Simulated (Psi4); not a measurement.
H$_{6}$Si$_{2}$, charge +1, doublet (typed; the unrestricted solution is spin-contaminated), geometry from GFN2-xTB (a state made from the parent by changing its charge; the spin is typed, not shown lowest), with bond 8-2 at 2.2 times its length; HF/6-31G* run with Psi4 1.11.

Psi4 was given this input:
```
memory 2 GB

molecule mol {
1 2
Si    0.018948   -0.007538    1.342618
Si   -0.018948    0.007538   -1.342618
H     0.042382    1.423416    1.613667
H    -1.227613   -0.708252    1.619622
H     1.253222   -0.742212    1.584420
H    -0.011323   -1.423504   -1.614106
H    -1.268830    0.715356   -1.584350
H     2.689493    1.608388   -1.951214
}

set {
  basis 6-31g*
  reference uhf
  stability_analysis follow
  scf_type pk
}

energy('scf')
print_variables()
```

Output, abridged:

```
   => Loading Basis Set <=

    Name: 6-31G*
    Role: ORBITAL
    Keyword: BASIS

         ---------------------------------------------------------
                                   SCF
               by Justin Turney, Rob Parrish, Andy Simmonett
                          and Daniel G. A. Smith
                              UHF Reference
         ---------------------------------------------------------

  ==> Geometry <==

    Molecular point group: c1
    Full point group: C1

    Geometry (in Angstrom), charge = 1, multiplicity = 2:

       Center              X                  Y                   Z               Mass
    ------------   -----------------  -----------------  -----------------  -----------------
         SI          -0.005066062469    -0.021731763778     1.348014036630    27.976926534650
         SI          -0.042962062469    -0.006655763778    -1.337221963370    27.976926534650
         H            0.018367937531     1.409222236222     1.619063036630     1.007825032230
         H           -1.251627062469    -0.722445763778     1.625018036630     1.007825032230
         H            1.229207937531    -0.756405763778     1.589816036630     1.007825032230
         H           -0.035337062469    -1.437697763778    -1.608709963370     1.007825032230
         H           -1.292844062469     0.701162236222    -1.578953963370     1.007825032230
         H            2.665478937531     1.594194236222    -1.945817963370     1.007825032230

  Running in c1 symmetry.

  Rotational constants: A =      0.83592  B =      0.13600  C =      0.12799 [cm^-1]
  Rotational constants: A =  25060.10408  B =   4077.28494  C =   3837.16531 [MHz]
  Nuclear repulsion =   81.584529950107182

  Charge       = 1
  Multiplicity = 2
  Electrons    = 33
  Nalpha       = 17
  Nbeta        = 16

  ==> Algorithm <==

  SCF Algorithm Type is PK.
  DIIS enabled.
  MOM disabled.
  Fractional occupation disabled.
  Guess Type is SAD.
  Energy threshold   = 1.00e-06
  Density threshold  = 1.00e-06
  Integral threshold = 1.00e-12

  ==> Primary Basis <==

  Basis Set: 6-31G*
    Blend: 6-31G*
    Number of shells: 28
    Number of basis functions: 50
    Number of Cartesian functions: 50
    Spherical Harmonics?: false
    Max angular momentum: 2

  ==> Integral Setup <==

  Using in-core PK algorithm.
   Calculation information:
      Number of atoms:                   8
      Number of AO shells:              28
      Number of primitives:             78
      Number of atomic orbitals:        50
      Number of basis functions:        50

      Integral cutoff                 1.00e-12
      Number of threads:                 1

  Performing in-core PK
  Using 1626900 doubles for integral storage.
  We computed 75666 shell quartets total.
  Whereas there are 82621 unique shell quartets.

  ==> DiskJK: Disk-Based J/K Matrices <==

    J tasked:                  Yes
    K tasked:                  Yes
    wK tasked:                  No
    Schwarz Cutoff:          1E-12

  Minimum eigenvalue in the overlap matrix is 8.0962234073E-03.
  Reciprocal condition number of the overlap matrix is 1.5367635266E-03.
    Using symmetric orthogonalization.

  ==> Pre-Iterations <==

  SCF Guess: Superposition of Atomic Densities via on-the-fly atomic UHF (no occupation information).

   -------------------------
    Irrep   Nso     Nmo
   -------------------------
     A         50      50
   -------------------------
    Total      50      50
   -------------------------

  ==> Iterations <==

                        Total Energy        Delta E     RMS |[F,P]|

   @UHF iter SAD:  -580.16378041542941   -5.80164e+02   0.00000e+00
   @UHF iter   1:  -580.72475971803328   -5.60979e-01   3.87878e-03 ADIIS/DIIS
   @UHF iter   2:  -580.82724545799783   -1.02486e-01   1.92336e-03 ADIIS/DIIS
   @UHF iter   3:  -580.85915850902700   -3.19131e-02   9.68960e-04 ADIIS/DIIS
   @UHF iter   4:  -580.86896157402487   -9.80306e-03   2.99471e-04 ADIIS/DIIS
   @UHF iter   5:  -580.86974609210051   -7.84518e-04   1.30182e-04 ADIIS/DIIS
   @UHF iter   6:  -580.86994413907735   -1.98047e-04   1.03220e-04 ADIIS/DIIS
   @UHF iter   7:  -580.87013421192364   -1.90073e-04   1.01154e-04 ADIIS/DIIS
   @UHF iter   8:  -580.87012380967371    1.04022e-05   1.00690e-04 ADIIS/DIIS
   @UHF iter   9:  -580.86971084659285    4.12963e-04   6.53388e-05 DIIS
   @UHF iter  10:  -580.86959008172573    1.20765e-04   1.50421e-05 DIIS
   @UHF iter  11:  -580.86959049434961   -4.12624e-07   5.14538e-06 DIIS
   @UHF iter  12:  -580.86959060240429   -1.08055e-07   2.27143e-06 DIIS
   @UHF iter  13:  -580.86959063580650   -3.34022e-08   9.36727e-07 DIIS
  Energy and wave function converged.

    Negative totally symmetric eigenvalue detected: -0.035804
    Wavefunction unstable!
    Lowest UHF->UHF stability eigenvalues:
       A -0.035804

    Rotating orbitals by 0.5 * pi / 2 radians along unstable eigenvector.
    Running SCF again with the rotated orbitals.
   @UHF iter  14:  -580.72801271711194   -5.80728e+02   4.26854e-03 ADIIS/DIIS
   @UHF iter  15:  -580.83588308012895   -1.07870e-01   1.91656e-03 ADIIS/DIIS
   @UHF iter  16:  -580.86234217400465   -2.64591e-02   1.03339e-03 ADIIS/DIIS
   @UHF iter  17:  -580.87494907840551   -1.26069e-02   3.83322e-04 ADIIS/DIIS
   @UHF iter  18:  -580.87696382856313   -2.01475e-03   1.66973e-04 ADIIS/DIIS
   @UHF iter  19:  -580.87733958816113   -3.75760e-04   7.16057e-05 DIIS
   @UHF iter  20:  -580.87741752817089   -7.79400e-05   4.20090e-05 DIIS
   @UHF iter  21:  -580.87745922977251   -4.17016e-05   2.66931e-05 DIIS
   @UHF iter  22:  -580.87748256659427   -2.33368e-05   1.44807e-05 DIIS
   @UHF iter  23:  -580.87748834510262   -5.77851e-06   5.56086e-06 DIIS
   @UHF iter  24:  -580.87748888106978   -5.35967e-07   1.56757e-06 DIIS
   @UHF iter  25:  -580.87748891083288   -2.97631e-08   5.98800e-07 DIIS
    Wavefunction stable under totally symmetric rotations.
    Lowest totally symmetric eigenvalue: 0.047699
    Lowest UHF->UHF stability eigenvalues:
       A 0.047699

    Stability analysis over.

  ==> Post-Iterations <==

   @Spin Contamination Metric:   5.377534515E-01
   @S^2 Expected:                7.500000000E-01
   @S^2 Observed:                1.287753451E+00
   @S   Expected:                5.000000000E-01
   @S   Observed:                5.000000000E-01

    Orbital Energies [Eh]
    ---------------------

    Alpha Occupied:

       1A    -69.034309     2A    -68.995976     3A     -6.390792
       4A     -6.357414     5A     -4.501518     6A     -4.495417
       7A     -4.488600     8A     -4.467832     9A     -4.460862
      10A     -4.460795    11A     -0.962394    12A     -0.886099
      13A     -0.722594    14A     -0.708523    15A     -0.695905
      16A     -0.647336    17A     -0.592799

    Alpha Virtual:

      18A     -0.205180    19A     -0.098598    20A     -0.020148
      21A     -0.016923    22A      0.005369    23A      0.012685
      24A      0.043763    25A      0.107332    26A      0.179801
      27A      0.186904    28A      0.202259    29A      0.211990
      30A      0.224197    31A      0.268165    32A      0.325736
      33A      0.513671    34A      0.524950    35A      0.571959
      36A      0.617026    37A      0.632223    38A      0.671117
      39A      0.683591    40A      0.693738    41A      0.696987
      42A      0.742799    43A      0.832527    44A      1.096396
      45A      1.163702    46A      1.213232    47A      1.238310
      48A      1.256459    49A      2.987459    50A      3.010167

    Beta Occupied:

       1A    -69.037055     2A    -68.993678     3A     -6.395859
       4A     -6.354316     5A     -4.504652     6A     -4.496750
       7A     -4.494335     8A     -4.459505     9A     -4.459302
      10A     -4.456803    11A     -0.941506    12A     -0.889679
      13A     -0.733320    14A     -0.702751    15A     -0.695061
      16A     -0.590587

    Beta Virtual:

      17A     -0.250027    18A     -0.074960    19A     -0.058808
      20A     -0.030002    21A     -0.002829    22A      0.004426
      23A      0.010582    24A      0.052981    25A      0.112463
      26A      0.179206    27A      0.179407    28A      0.210045
      29A      0.214446    30A      0.233088    31A      0.262130
      32A      0.336176    33A      0.525697    34A      0.532438
      35A      0.575377    36A      0.622737    37A      0.635786
      38A      0.660063    39A      0.675721    40A      0.693867
      41A      0.696145    42A      0.751763    43A      1.000228
      44A      1.092234    45A      1.166961    46A      1.205241
      47A      1.242379    48A      1.255281    49A      2.980999
      50A      3.015497

    Final Occupation by Irrep:
              A
    DOCC [    16 ]
    SOCC [     1 ]
    NA   [    17 ]
    NB   [    16 ]

  @UHF Final Energy:  -580.87748891083288

   => Energetics <=

    Nuclear Repulsion Energy =             81.5845299501071821
    One-Electron Energy =                -959.8496433688610523
    Two-Electron Energy =                 297.3876245079210321
    Total Energy =                       -580.8774889108328807

  UHF NO Occupations:
  HONO-2 :   15  A 1.9982208
  HONO-1 :   16  A 1.6835582
  HONO-0 :   17  A 1.0000000
  LUNO+0 :   18  A 0.3164418
  LUNO+1 :   19  A 0.0017792
  LUNO+2 :   20  A 0.0004859
  LUNO+3 :   21  A 0.0001905

Computation Completed

Properties will be evaluated at   0.000000,   0.000000,   0.000000 [a0]

Properties computed using the SCF density matrix

 Multipole Moments:

 ------------------------------------------------------------------------------------
     Multipole            Electronic (a.u.)      Nuclear  (a.u.)        Total (a.u.)
 ------------------------------------------------------------------------------------

 L = 1.  Multiply by 2.5417464519 to convert [e a0] to [Debye]
 Dipole X            :         -1.2033260            1.2488309            0.0455049
 Dipole Y            :         -0.7034066            0.7381346            0.0347281
 Dipole Z            :         -0.2630620           -0.2806163           -0.5436783
 Magnitude           :                                                    0.5466835

 ------------------------------------------------------------------------------------

  Variable Map:
  ----------------------------------------------------------------------------
  "CURRENT ENERGY"           =>    -580.877488910833
  "CURRENT REFERENCE ENERGY" =>    -580.877488910833
  "DD SOLVATION ENERGY"      =>       0.000000000000
  "HF KINETIC ENERGY"        =>     580.885593240164
  "HF POTENTIAL ENERGY"      =>   -1161.763082150997
  "HF TOTAL ENERGY"          =>    -580.877488910833
  "HF VIRIAL RATIO"          =>       1.999986048321
  "NUCLEAR REPULSION ENERGY" =>      81.584529950107
  "ONE-ELECTRON ENERGY"      =>    -959.849643368861
  "PCM POLARIZATION ENERGY"  =>       0.000000000000
  "PE ENERGY"                =>       0.000000000000
  "SCF ITERATION ENERGY"     =>    -580.877488910833
  "SCF ITERATIONS"           =>      25.000000000000
  "SCF TOTAL ENERGY"         =>    -580.877488910833
  "TWO-ELECTRON ENERGY"      =>     297.387624507921

  Array Variable Map:
  ----------------------------------------------------------------------------
  "CURRENT DIPOLE"           =>       0.045504938056 ... -0.543678349901 1 by 3
  "SCF DIPOLE"               =>       0.045504938056 ... -0.543678349901 1 by 3
  "SCF STABILITY EIGENVALUES" =>       0.047698541961 ... 0.047698541961 1 by 1
  "SCF TOTAL ENERGIES"       =>    -580.163780415429 ... -580.877488910833 1 by 26
```
